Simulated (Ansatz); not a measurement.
Abstraction of F: GeH2(CH3)F + AlHF → GeH2(CH3) + AlHF2

Species: GeH2(CH3)F, singlet; AlHF `[F][AlH]`, doublet; GeH2(CH3), doublet; AlHF2 `[F][AlH][F]`, singlet. A radical takes F: the energy is the difference in strength between the Ge–F bond broken and the Al–F bond made.

Shapes, held fixed at every level: PBE0-D4/def2-TZVP. Programs: Ansatz 0.2.0. The zero-point and thermal change to 298 K, harmonic and unscaled (PBE0-D4/def2-TZVP), is +0.2 kJ/mol.

(1) Estimate ΔH(298 K) of this reaction.

Results:

(1) The highest level, CCSD(T)/def2-TZVPP, gives ΔH(298 K) = -117.0 kJ/mol; the levels span -122.1 to -109.6. The column of differences is taken from that level and isn't an error. No measured value is set beside it here. Open shells run unrestricted unless RO is named. Relativity is left out for Ge unless named. Correlated rows may include outer-core shells of Ge, which these sets cover unevenly.

```
                level                    kind  ΔH(298 K) (kJ/mol)  less CCSD(T)/def2-TZVPP
        HF/def2-TZVPP            Hartree–Fock              -109.6                     +7.4
 r2SCAN-D4/def2-TZVPP                meta-GGA              -112.3                     +4.7
  B3LYP-D4/def2-TZVPP           global hybrid              -113.8                     +3.2
r2SCAN0-D4/def2-TZVPP           global hybrid              -114.9                     +2.1
   wB97M-V/def2-TZVPP  range-separated hybrid              -122.1                     -5.1
         MP2/def2-SVP     perturbation theory              -120.6                     -3.6
      CCSD/def2-TZVPP   coupled cluster or CI              -118.5                     -1.5
   CCSD(T)/def2-TZVPP   coupled cluster or CI              -117.0                      0.0
```
